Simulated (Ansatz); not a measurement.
Start from `B[O][AlH][BH2]` and change one atom or group to get `[BH2][AlH][O]C`.

Ansatz, PBE0-D4/def2-TZVP geometries, multiplicity 1. Each molecule was computed in one conformer, which needn't be the lowest.

```json
{"property": "LUMO energy (PBE/def2-TZVPP) / eV", "`B[O][AlH][BH2]`": "-3.68"}
{"property": "HOMO energy (PBE0/def2-TZVPP) / eV", "`B[O][AlH][BH2]`": "-7.73"}
{"property": "LUMO energy (ωB97M-V/def2-TZVPP) / eV", "`B[O][AlH][BH2]`": "-0.65"}
{"property": "HOMO energy (ωB97M-V/def2-TZVPP) / eV", "`B[O][AlH][BH2]`": "-9.86"}
{"property": "HOMO energy (PBE/def2-TZVPP) / eV", "`B[O][AlH][BH2]`": "-6.50"}
{"property": "size of the dipole moment (PBE/def2-TZVPP) / D", "`B[O][AlH][BH2]`": "1.51"}
```

Problem. What does the change do to each property? (An estimate is asked.)

Solution. Computed: 
| property | `[BH2][AlH][O]C` | shift |
| --- | --- | --- |
| LUMO energy (PBE/def2-TZVPP) / eV | -3.49 | 0.19 |
| HOMO energy (PBE0/def2-TZVPP) / eV | -7.33 | 0.40 |
| LUMO energy (ωB97M-V/def2-TZVPP) / eV | -0.51 | 0.14 |
| HOMO energy (ωB97M-V/def2-TZVPP) / eV | -9.49 | 0.37 |
| HOMO energy (PBE/def2-TZVPP) / eV | -6.09 | 0.41 |
| size of the dipole moment (PBE/def2-TZVPP) / D | 1.18 | -0.33 |

With PBE0 the HOMO rises by 0.40 eV and the LUMO rises by 0.14 eV, so the gap narrows by about 0.26 eV. PBE moves the HOMO by 0.41 eV and ωB97M-V by 0.37 eV. The zero-point energy changes by 43.7 kJ/mol with +3 modes. Dipoles are sizes alone; their direction can turn.
